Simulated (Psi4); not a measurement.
C₉H₁₂, charge -1, doublet (typed; the unrestricted solution is spin-contaminated), at a GFN2-xTB geometry (a state made from the parent by changing its charge; the spin is typed, not shown lowest) (a gas-phase anion, which may not be bound at this level); MP2/STO-3G in Psi4 1.11.

Psi4 was given this input:
```
memory 2 GB

molecule mol {
-1 2
  C    -2.454277   -1.567544   -0.151947
  C    -1.207743   -0.739421   -0.073415
  C    -1.230901    0.640899   -0.093739
  C    -0.087802    1.416591   -0.021661
  C    -0.126803    2.914060   -0.044449
  C     1.196532    0.734819    0.080567
  C     1.241069   -0.644982    0.101850
  C     2.578465   -1.346315    0.182691
  C     0.085517   -1.403391    0.029912
  H    -2.578366   -2.206851    0.734517
  H    -3.339470   -0.932590   -0.230941
  H    -2.445098   -2.240092   -1.022135
  H    -2.197268    1.144845   -0.170132
  H     0.314141    3.350640    0.864126
  H    -1.154636    3.275363   -0.121744
  H     0.438103    3.327396   -0.893369
  H     2.103894    1.326855    0.138755
  H     3.337344   -0.694724    0.618846
  H     2.510422   -2.252000    0.788543
  H     2.922557   -1.639950   -0.813976
  H     0.124040   -2.487182    0.048662
}

set basis sto-3g
set reference uhf

energy('mp2')
print_variables()
```

Question: What does Psi4 print? Leave out banner, timings and long lists.

Answer: 
```
    SCF Algorithm Type (re)set to DF.

   => Loading Basis Set <=

    Name: STO-3G
    Role: ORBITAL
    Keyword: BASIS

         ---------------------------------------------------------
                                   SCF
               by Justin Turney, Rob Parrish, Andy Simmonett
                          and Daniel G. A. Smith
                              UHF Reference
         ---------------------------------------------------------

  ==> Geometry <==

    Molecular point group: c1
    Full point group: C1

    Geometry (in Angstrom), charge = -1, multiplicity = 2:

       Center              X                  Y                   Z               Mass
    ------------   -----------------  -----------------  -----------------  -----------------
         C           -2.453982447689    -1.567777822282    -0.152433282087    12.000000000000
         C           -1.207448447689    -0.739654822282    -0.073901282087    12.000000000000
         C           -1.230606447689     0.640665177718    -0.094225282087    12.000000000000
         C           -0.087507447689     1.416357177718    -0.022147282087    12.000000000000
         C           -0.126508447689     2.913826177718    -0.044935282087    12.000000000000
         C            1.196826552311     0.734585177718     0.080080717913    12.000000000000
         C            1.241363552311    -0.645215822282     0.101363717913    12.000000000000
         C            2.578759552311    -1.346548822282     0.182204717913    12.000000000000
         C            0.085811552311    -1.403624822282     0.029425717913    12.000000000000
         H           -2.578071447689    -2.207084822282     0.734030717913     1.007825032230
         H           -3.339175447689    -0.932823822282    -0.231427282087     1.007825032230
         H           -2.444803447689    -2.240325822282    -1.022621282087     1.007825032230
         H           -2.196973447689     1.144611177718    -0.170618282087     1.007825032230
         H            0.314435552311     3.350406177718     0.863639717913     1.007825032230
         H           -1.154341447689     3.275129177718    -0.122230282087     1.007825032230
         H            0.438397552311     3.327162177718    -0.893855282087     1.007825032230
         H            2.104188552311     1.326621177718     0.138268717913     1.007825032230
         H            3.337638552311    -0.694957822282     0.618359717913     1.007825032230
         H            2.510716552311    -2.252233822282     0.788056717913     1.007825032230
         H            2.922851552311    -1.640183822282    -0.814462282087     1.007825032230
         H            0.124334552311    -2.487415822282     0.048175717913     1.007825032230

  Running in c1 symmetry.

  Rotational constants: A =      0.05815  B =      0.05786  C =      0.02948 [cm^-1]
  Rotational constants: A =   1743.38849  B =   1734.59626  C =    883.78268 [MHz]
  Nuclear repulsion =  417.907958042009852

  Charge       = -1
  Multiplicity = 2
  Electrons    = 67
  Nalpha       = 34
  Nbeta        = 33

  ==> Algorithm <==

  SCF Algorithm Type is DF.
  DIIS enabled.
  MOM disabled.
  Fractional occupation disabled.
  Guess Type is SAD.
  Energy threshold   = 1.00e-08
  Density threshold  = 1.00e-08
  Integral threshold = 1.00e-12

  ==> Primary Basis <==

  Basis Set: STO-3G
    Blend: STO-3G
    Number of shells: 39
    Number of basis functions: 57
    Number of Cartesian functions: 57
    Spherical Harmonics?: true
    Max angular momentum: 1

   => Loading Basis Set <=

    Name: (STO-3G AUX)
    Role: JKFIT
    Keyword: DF_BASIS_SCF

  ==> Integral Setup <==

  SCF_SUBTYPE=INCORE selected. In-core MEM_DF algorithm will be used.
  Using in-core AOs.

  ==> MemDFJK: Density-Fitted J/K Matrices <==

    J tasked:                   Yes
    K tasked:                   Yes
    wK tasked:                   No
    Algorithm:                 Core
    Schwarz Cutoff:           1E-12
    Mask sparsity (%):       1.6620
    Fitting Condition:        1E-10

   => Auxiliary Basis Set <=

  Basis Set: (STO-3G AUX)
    Blend: DEF2-UNIVERSAL-JKFIT
    Number of shells: 297
    Number of basis functions: 891
    Number of Cartesian functions: 1041
    Spherical Harmonics?: true
    Max angular momentum: 4

  Minimum eigenvalue in the overlap matrix is 1.7494031645E-01.
  Reciprocal condition number of the overlap matrix is 6.9113412003E-02.
    Using symmetric orthogonalization.

  ==> Pre-Iterations <==

  SCF Guess: Superposition of Atomic Densities via on-the-fly atomic UHF (no occupation information).

   -------------------------
    Irrep   Nso     Nmo
   -------------------------
     A         57      57
   -------------------------
    Total      57      57
   -------------------------

  ==> Iterations <==

                           Total Energy        Delta E     RMS |[F,P]|

   @DF-UHF iter SAD:  -336.74402984137237   -3.36744e+02   0.00000e+00
   @DF-UHF iter   1:  -343.37394258172372   -6.62991e+00   3.90835e-03 ADIIS/DIIS
   @DF-UHF iter   2:  -343.41773943535696   -4.37969e-02   1.16860e-03 ADIIS/DIIS
   @DF-UHF iter   3:  -343.42399313381321   -6.25370e-03   6.79386e-04 ADIIS/DIIS
   @DF-UHF iter   4:  -343.42736234589995   -3.36921e-03   4.23759e-04 ADIIS/DIIS
   @DF-UHF iter   5:  -343.42938424331828   -2.02190e-03   1.99813e-04 ADIIS/DIIS
   @DF-UHF iter   6:  -343.42988084292921   -4.96600e-04   5.01380e-05 DIIS
   @DF-UHF iter   7:  -343.42989606115964   -1.52182e-05   2.65979e-05 DIIS
   @DF-UHF iter   8:  -343.42990328324316   -7.22208e-06   1.58763e-05 DIIS
   @DF-UHF iter   9:  -343.42990681776706   -3.53452e-06   1.25821e-05 DIIS
   @DF-UHF iter  10:  -343.42990975831185   -2.94054e-06   9.78238e-06 DIIS
   @DF-UHF iter  11:  -343.42991295546989   -3.19716e-06   6.29796e-06 DIIS
   @DF-UHF iter  12:  -343.42991430515519   -1.34969e-06   4.07700e-06 DIIS
   @DF-UHF iter  13:  -343.42991474363691   -4.38482e-07   2.95983e-06 DIIS
   @DF-UHF iter  14:  -343.42991495918454   -2.15548e-07   2.20662e-06 DIIS
   @DF-UHF iter  15:  -343.42991513938841   -1.80204e-07   1.34743e-06 DIIS
   @DF-UHF iter  16:  -343.42991520934549   -6.99571e-08   7.08679e-07 DIIS
   @DF-UHF iter  17:  -343.42991522333409   -1.39886e-08   3.11313e-07 DIIS
   @DF-UHF iter  18:  -343.42991522476473   -1.43064e-09   9.76822e-08 DIIS
   @DF-UHF iter  19:  -343.42991522486761   -1.02887e-10   3.81153e-08 DIIS
   @DF-UHF iter  20:  -343.42991522487949   -1.18803e-11   1.63418e-08 DIIS
   @DF-UHF iter  21:  -343.42991522488143   -1.93268e-12   9.16926e-09 DIIS
  Energy and wave function converged.

  ==> Post-Iterations <==

   @Spin Contamination Metric:   1.655084604E-01
   @S^2 Expected:                7.500000000E-01
   @S^2 Observed:                9.155084604E-01
   @S   Expected:                5.000000000E-01
   @S   Observed:                5.000000000E-01

    Orbital Energies [Eh]
    ---------------------

    Alpha Occupied:

[...]
      34A      0.155336

    Alpha Virtual:

[...]
    Beta Occupied:

[...]
    Beta Virtual:

[...]
    Final Occupation by Irrep:
              A
    DOCC [    33 ]
    SOCC [     1 ]
    NA   [    34 ]
    NB   [    33 ]

  @DF-UHF Final Energy:  -343.42991522488143

   => Energetics <=

    Nuclear Repulsion Energy =            417.9079580420098523
    One-Electron Energy =               -1309.4038044342996727
    Two-Electron Energy =                 548.0659311674085075
    Total Energy =                       -343.4299152248813698

  UHF NO Occupations:
  HONO-2 :   32  A 1.9671889
  HONO-1 :   33  A 1.9535962
  HONO-0 :   34  A 1.0000000
  LUNO+0 :   35  A 0.0464038
  LUNO+1 :   36  A 0.0328111
  LUNO+2 :   37  A 0.0010433
  LUNO+3 :   38  A 0.0009628

Computation Completed

Properties will be evaluated at   0.000000,   0.000000,   0.000000 [a0]

Properties computed using the SCF density matrix

 Multipole Moments:

 ------------------------------------------------------------------------------------
     Multipole            Electronic (a.u.)      Nuclear  (a.u.)        Total (a.u.)
 ------------------------------------------------------------------------------------

 L = 1.  Multiply by 2.5417464519 to convert [e a0] to [Debye]
 Dipole X            :          0.0632980            0.0367466            0.1000446
 Dipole Y            :         -0.0232976           -0.0291514           -0.0524491
 Dipole Z            :          0.0557867           -0.0606387           -0.0048520
 Magnitude           :                                                    0.1130635

 ------------------------------------------------------------------------------------

  //>>>>>>>>>>>>>>>>>>>>>>>>>>>>>>>>>>>//
  //               DFMP2               //
  //<<<<<<<<<<<<<<<<<<<<<<<<<<<<<<<<<<<//

   => Loading Basis Set <=

    Name: (STO-3G AUX)
    Role: RIFIT
    Keyword: DF_BASIS_MP2

	 --------------------------------------------------------
	                          DF-MP2
	      2nd-Order Density-Fitted Moller-Plesset Theory

	        Rob Parrish, Justin Turney, Andy Simmonett,
	           Ed Hohenstein, and C. David Sherrill
	 --------------------------------------------------------

	 --------------------------------------------------------
	                 NBF =    57, NAUX =   600
	 --------------------------------------------------------
	   CLASS    FOCC     OCC    AOCC    AVIR     VIR    FVIR
	   ALPHA       0      34      34      23      23       0
	    BETA       0      33      33      24      24       0
	 --------------------------------------------------------

	-----------------------------------------------------------
	 ==================> DF-MP2 Energies <====================
	-----------------------------------------------------------
	 Reference Energy          =    -343.4299152248814266 [Eh]
	 Singles Energy            =      -0.0000000000000000 [Eh]
	 Same-Spin Energy          =      -0.0804406253962402 [Eh]
	 Opposite-Spin Energy      =      -0.3893233850633283 [Eh]
	 Correlation Energy        =      -0.4697640104595684 [Eh]
	 Total Energy              =    -343.8996792353410115 [Eh]
	-----------------------------------------------------------
	 ================> DF-SCS-MP2 Energies <==================
	-----------------------------------------------------------
	 SCS Same-Spin Scale       =       0.3333333333333333 [-]
	 SCS Opposite-Spin Scale   =       1.2000000000000000 [-]
	 SCS Same-Spin Energy      =      -0.0268135417987467 [Eh]
	 SCS Opposite-Spin Energy  =      -0.4671880620759939 [Eh]
	 SCS Correlation Energy    =      -0.4940016038747406 [Eh]
	 SCS Total Energy          =    -343.9239168287561483 [Eh]
	-----------------------------------------------------------

  Variable Map:
  ----------------------------------------------------------------------------
[...]
  Array Variable Map:
  ----------------------------------------------------------------------------
[...]
[...]
```
